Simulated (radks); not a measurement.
Charge is removed step by step from the 5p down level of neutral iodine, starting from [Kr] 4d10 5s2 5p(up 3, down 2). Calculated with a radial shooting solver on a logarithmic mesh with Libxc functionals: scalar-relativistic Kohn-Sham, BLYP, spin-polarised, spherical densities, point nucleus.

\begin{tabular}{lrrr}
removed (e) & E - E(0) (eV) & eigenvalue (eV) & E minus straight line (eV) \\ \hline
0 & 0.000 & -6.623 & 0.000 \\
0.25 & 1.888 & -8.498 & -0.729 \\
0.5 & 4.253 & -10.434 & -0.981 \\
0.75 & 7.108 & -12.426 & -0.743 \\
1 & 10.468 & -14.469 & 0.000 \\
\end{tabular}

Removing the whole electron costs 10.468 eV by Delta-SCF, against 6.623 eV from minus the eigenvalue at the starting occupation. Slater's transition state (half an electron removed) gives 10.434 eV. Integrating minus the eigenvalue over the occupation (Janak's theorem) gives 10.471 eV. In this scalar-relativistic scheme the density is built from large components alone, so the theorem holds only approximately. The mean slope of the eigenvalue, de/dn, is 7.85 eV per electron. Ionisation energy of I in the NIST Atomic Spectra Database: 10.451 eV (measured).
